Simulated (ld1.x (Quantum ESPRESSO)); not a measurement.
## Cr, ultrasoft: configuration errors across variants

```json
{
  "Element": "Cr",
  "Generator": "ld1.x (Quantum ESPRESSO) 7.5",
  "Type": "ultrasoft",
  "Functional": "PBEsol",
  "Relativity": "non-relativistic",
  "Frozen core": "[Ne]",
  "Valence charge": "14",
  "Reference configuration": "3s2 3p6 3d6 4s0 4p0",
  "Partial waves": "3s (bound): rcut 1.30, rcutus 1.40 bohr; 4s (bound, empty): rcut 1.30, rcutus 1.40 bohr; 3p (bound): rcut 1.35, rcutus 1.60 bohr; 4p (bound, empty): rcut 1.35, rcutus 1.60 bohr; 3d (bound): rcut 1.55, rcutus 1.80 bohr; 3d channel at 0.75 Ry: rcut 1.55, rcutus 1.80 bohr",
  "Local potential": "all-electron potential smoothed inside 1.75 bohr (lloc = -1)",
  "Core correction": "Bessel-smoothed model core, default radius (core density twice the valence density)",
  "Augmentation charge": "PSQ, inside the norm-conserving radii"
}
```

All-electron excitation energies from the reference (eV): (1) 3s2 3p6 3d5 4s1 4p0 -1.581; (2) 3s2 3p6 3d5 4s0 4p0 5.165; (3) 3s2 3p6 3d4 4s0 4p0 21.280; (4) 3s2 3p6 3d4 4s1 4p1 2.085; (5) 3s2 3p6 3d5 4s0 4p1 1.466; (6) 3s2 3p6 3d4 4s2 4p0 -1.452; (7) 3s1 3p6 3d5 4s1 4p0 77.012.

The overlap operator is not positive definite (basis up to 400 Ry) in “waves 3s (bound): rcut 1.30, rcutus 1.82 bohr; 4s (bound): rcut 1.30, rcutus 1.82 bohr”. Such files are unfit for use, however small their errors in these radial tests.

4 further variants failed, have other tests or another functional or relativity, and are left out.

Errors AE − PS in meV (a dash: test not solved or not reliable):

| change | (1) | (2) | (3) | (4) | (5) | (6) | (7) | bound ghosts |
| --- | --- | --- | --- | --- | --- | --- | --- | --- |
| base | +1.3 | -6.7 | +2.7 | +25 | -0.5 | +27 | +15 | none |
| waves 3s (bound): rcut 1.30, rcutus 1.82 bohr; 4s (bound): rcut 1.30, rcutus 1.82 bohr | +20 | -7.0 | -2.5 | +210 | -0.9 | +281 | +431 | not determined (overlap not positive) |
| local potential all-electron potential smoothed inside 1.45 bohr (lloc = -2) | +1.3 | -6.7 | +2.7 | +25 | -0.5 | +27 | +15 | none |
| waves 3d (bound): rcut 1.55, rcutus 2.38 bohr; 3d channel at 0.75 Ry: rcut 1.55, rcutus 2.38 bohr | -1.4 | -14 | -12 | +31 | -1.6 | +21 | +54 | none |

Question: Give the same row for: augmentation PSQ, radius 1.25 bohr.

Answer: -0.3, -5.8, -11, +1.7, -6.4, +7.4, -22; bound ghosts: none.
